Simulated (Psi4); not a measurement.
F6S, charge +1, doublet (typed; the unrestricted solution is spin-contaminated), at a GFN2-xTB geometry (a state made from the parent by changing its charge; the spin is typed, not shown lowest), with bond 3-2 at 1.5 times its length; HF/3-21G (Psi4 1.11).

The Psi4 input:
```
memory 2 GB

molecule {
1 2
  F     0.61461708   -0.46837911   -1.41638180
  S    -0.00000000    0.00000000   -0.00000000
  F     1.97557173   -0.82364613    1.12963805
  F    -0.70064358   -1.44304663    0.17316332
  F    -1.31704782    0.54909742   -0.75309203
  F     0.70064358    1.44304663   -0.17316332
  F    -0.61461708    0.46837911    1.41638180
}

set basis 3-21g
set reference uhf
set stability_analysis follow
set scf_type pk

energy('scf')
print_variables()
```

It wrote (shortened):

```
   => Loading Basis Set <=

    Name: 3-21G
    Role: ORBITAL
    Keyword: BASIS

         ---------------------------------------------------------
                                   SCF
               by Justin Turney, Rob Parrish, Andy Simmonett
                          and Daniel G. A. Smith
                              UHF Reference
         ---------------------------------------------------------

  ==> Geometry <==

    Molecular point group: c2
    Full point group: D1

    Geometry (in Angstrom), charge = 1, multiplicity = 2:

       Center              X                  Y                   Z               Mass
    ------------   -----------------  -----------------  -----------------  -----------------
         F            1.534651456984    -0.498111889700    -0.105003915370    18.998403162730
         S            0.000000000000     0.000000000000    -0.105003915370    31.972071174400
         F            0.000000000000     0.000000000000     2.315194161616    18.998403162730
         F           -0.498111882673    -1.534651455635    -0.105003915370    18.998403162730
         F            0.000000000000     0.000000000000    -1.718469298471    18.998403162730
         F            0.498111882673     1.534651455635    -0.105003915370    18.998403162730
         F           -1.534651456984     0.498111889700    -0.105003915370    18.998403162730

  Running in c2 symmetry.

  Rotational constants: A =      0.08521  B =      0.06533  C =      0.06533 [cm^-1]
  Rotational constants: A =   2554.58763  B =   1958.49135  C =   1958.49134 [MHz]
  Nuclear repulsion =  514.045295471380086

  Charge       = 1
  Multiplicity = 2
  Electrons    = 69
  Nalpha       = 35
  Nbeta        = 34

  ==> Algorithm <==

  SCF Algorithm Type is PK.
  DIIS enabled.
  MOM disabled.
  Fractional occupation disabled.
  Guess Type is SAD.
  Energy threshold   = 1.00e-06
  Density threshold  = 1.00e-06
  Integral threshold = 1.00e-12

  ==> Primary Basis <==

  Basis Set: 3-21G
    Blend: 3-21G
    Number of shells: 37
    Number of basis functions: 67
    Number of Cartesian functions: 67
    Spherical Harmonics?: false
    Max angular momentum: 1

  ==> Integral Setup <==

  Using in-core PK algorithm.
   Calculation information:
      Number of atoms:                   7
      Number of AO shells:              37
      Number of primitives:             69
      Number of atomic orbitals:        67
      Number of basis functions:        67

      Integral cutoff                 1.00e-12
      Number of threads:                 1

  Performing in-core PK
  Using 5191562 doubles for integral storage.
  We computed 156162 shell quartets total.
  Whereas there are 247456 unique shell quartets.

  ==> DiskJK: Disk-Based J/K Matrices <==

    J tasked:                  Yes
    K tasked:                  Yes
    wK tasked:                  No
    Schwarz Cutoff:          1E-12

  Minimum eigenvalue in the overlap matrix is 3.7858664709E-02.
  Reciprocal condition number of the overlap matrix is 1.2847522658E-02.
    Using symmetric orthogonalization.

  ==> Pre-Iterations <==

  SCF Guess: Superposition of Atomic Densities via on-the-fly atomic UHF (no occupation information).

   -------------------------
    Irrep   Nso     Nmo
   -------------------------
     A         35      35
     B         32      32
   -------------------------
    Total      67      67
   -------------------------

  ==> Iterations <==

                        Total Energy        Delta E     RMS |[F,P]|

   @UHF iter SAD:  -987.73604280661539   -9.87736e+02   0.00000e+00
   @UHF iter   1:  -987.76106539031900   -2.50226e-02   1.64294e-02 DIIS/ADIIS
   @UHF iter   2:  -988.10285807950606   -3.41793e-01   1.08079e-02 DIIS/ADIIS
   @UHF iter   3:  -988.19212568391981   -8.92676e-02   1.63485e-03 DIIS/ADIIS
   @UHF iter   4:  -988.19654424874693   -4.41856e-03   4.93712e-04 DIIS/ADIIS
   @UHF iter   5:  -988.19715347511851   -6.09226e-04   1.23797e-04 DIIS/ADIIS
[...]
   @UHF iter  16:  -988.19720562345378    6.60623e-09   6.98597e-07 DIIS
  Energy and wave function converged.

    Negative totally symmetric eigenvalue detected: -0.041557
    Wavefunction unstable!
    Lowest UHF->UHF stability eigenvalues:
       A -0.041557        B 0.024984

    Rotating orbitals by 0.5 * pi / 2 radians along unstable eigenvector.
    Running SCF again with the rotated orbitals.
   @UHF iter  17:  -987.83085862767757   -9.87831e+02   9.67292e-03 DIIS/ADIIS
   @UHF iter  18:  -988.13364001719231   -3.02781e-01   4.28196e-03 DIIS/ADIIS
   @UHF iter  19:  -988.17425159732750   -4.06116e-02   2.12493e-03 DIIS/ADIIS
   @UHF iter  20:  -988.19028751398764   -1.60359e-02   1.09855e-03 DIIS/ADIIS
   @UHF iter  21:  -988.19757493402824   -7.28742e-03   5.99724e-04 DIIS/ADIIS
   @UHF iter  22:  -988.20070412657356   -3.12919e-03   2.16747e-04 DIIS/ADIIS
   @UHF iter  23:  -988.20110018122659   -3.96055e-04   9.06356e-05 DIIS
   @UHF iter  24:  -988.20118599398245   -8.58128e-05   3.58556e-05 DIIS
   @UHF iter  25:  -988.20120832075565   -2.23268e-05   1.24981e-05 DIIS
   @UHF iter  26:  -988.20121159707492   -3.27632e-06   3.93149e-06 DIIS
   @UHF iter  27:  -988.20121185780374   -2.60729e-07   1.68478e-06 DIIS
   @UHF iter  28:  -988.20121187018708   -1.23833e-08   1.10868e-06 DIIS
   @UHF iter  29:  -988.20121188312658   -1.29395e-08   8.68593e-07 DIIS
    Negative totally symmetric eigenvalue detected: -0.000051
    Wavefunction unstable!
    Lowest UHF->UHF stability eigenvalues:
       A -0.000051        B 0.022046

    Rotating orbitals by 0.5 * pi / 2 radians along unstable eigenvector.
    There's still a negative eigenvalue. Try modifying FOLLOW_STEP_SCALE
    or increasing MAX_ATTEMPTS (not available for PK integrals).

  ==> Post-Iterations <==

   @Spin Contamination Metric:   3.635516727E-01
   @S^2 Expected:                7.500000000E-01
   @S^2 Observed:                1.113551673E+00
   @S   Expected:                5.000000000E-01
   @S   Observed:                5.000000000E-01

    Orbital Energies [Eh]
    ---------------------

    Alpha Occupied:

[...]
    Alpha Virtual:

[...]
    Beta Occupied:

[...]
      19A     -0.897898

    Beta Virtual:

[...]
    Final Occupation by Irrep:
              A     B
    DOCC [    19,   15 ]
    SOCC [     0,    1 ]
    NA   [    19,   16 ]
    NB   [    19,   15 ]

  @UHF Final Energy:  -988.20121188312658

   => Energetics <=

    Nuclear Repulsion Energy =            514.0452954713800864
    One-Electron Energy =               -2379.2860526436979853
    Two-Electron Energy =                 877.0395452891913237
    Total Energy =                       -988.2012118831265752

  UHF NO Occupations:
  HONO-2 :   15  B 1.9842904
  HONO-1 :   19  A 1.8385598
  HONO-0 :   16  B 1.0000000
  LUNO+0 :   20  A 0.1614402
  LUNO+1 :   17  B 0.0157096
  LUNO+2 :   18  B 0.0152295
  LUNO+3 :   21  A 0.0004037

Computation Completed

Properties will be evaluated at   0.000000,   0.000000,   0.000000 [a0]

Properties computed using the SCF density matrix

 Multipole Moments:

 ------------------------------------------------------------------------------------
     Multipole            Electronic (a.u.)      Nuclear  (a.u.)        Total (a.u.)
 ------------------------------------------------------------------------------------

 L = 1.  Multiply by 2.5417464519 to convert [e a0] to [Debye]
 Dipole X            :          0.0000000            0.0000000            0.0000000
 Dipole Y            :          0.0000000           -0.0000000           -0.0000000
 Dipole Z            :          0.9953726           -0.1694703            0.8259023
 Magnitude           :                                                    0.8259023

 ------------------------------------------------------------------------------------

  Variable Map:
  ----------------------------------------------------------------------------
[...]
[...]
```

The run did not converge; its last values are not results.
